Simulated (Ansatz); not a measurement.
## C4H7ClGe: where a starting geometry ends

The starting geometry of this gas-phase singlet was optimised with GFN2-xTB; its bonds are those of `C=C/C=[C](\Cl)[GeH3]`.

```yaml
atoms:
  - { symbol: C, position_ang: [0.1032, -0.4205, -0.3817] }
  - { symbol: C, position_ang: [0.6247, 0.6075, 0.2825] }
  - { symbol: C, position_ang: [1.4216, 1.6295, -0.3485] }
  - { symbol: C, position_ang: [1.9789, 2.6905, 0.2431] }
  - { symbol: Cl, position_ang: [1.7997, 2.9784, 1.9353] }
  - { symbol: Ge, position_ang: [3.0503, 4.0419, -0.6703] }
  - { symbol: H, position_ang: [0.2538, -0.5409, -1.4422] }
  - { symbol: H, position_ang: [-0.4896, -1.1731, 0.1082] }
  - { symbol: H, position_ang: [0.4622, 0.7109, 1.3462] }
  - { symbol: H, position_ang: [1.5870, 1.5279, -1.4153] }
  - { symbol: H, position_ang: [3.4964, 5.0606, 0.3183] }
  - { symbol: H, position_ang: [2.2459, 4.6969, -1.7462] }
  - { symbol: H, position_ang: [4.2391, 3.4086, -1.3175] }
```

Task: Predict what it relaxes into with B3LYP/def2-SVP.

Result: It keeps its bonds, and is `C=C/C=[C](\Cl)[GeH3]`.

The energy falls by 0.20 eV over 25 steps:

```
step  E − E(last) (eV)
   1             0.197
   4             0.072
   6             0.072
   9             0.072
  12             0.069
  14             0.049
  17             0.018
  20             0.003
  22             0.000
  25             0.000
```

Final geometry (Å):

```xyz
13

C     0.2691   -0.5500   -0.3180
C     0.5614    0.6299    0.2561
C     1.4693    1.6054   -0.3279
C     1.8188    2.8086    0.1756
Cl    1.1666    3.3790    1.7125
Ge    3.0549    4.0638   -0.6822
H     0.7085   -0.8459   -1.2762
H    -0.4182   -1.2574    0.1524
H     0.1057    0.8960    1.2146
H     1.9231    1.3335   -1.2886
H     4.2508    4.3247    0.2536
H     2.3269    5.3943   -0.9540
H     3.5365    3.4361   -2.0062
```

The end wasn't checked by frequencies. Run with Ansatz 0.2.0, 68 s on 2 threads of Intel(R) Xeon(R) 6975P-C (Granite Rapids), on a shared host.
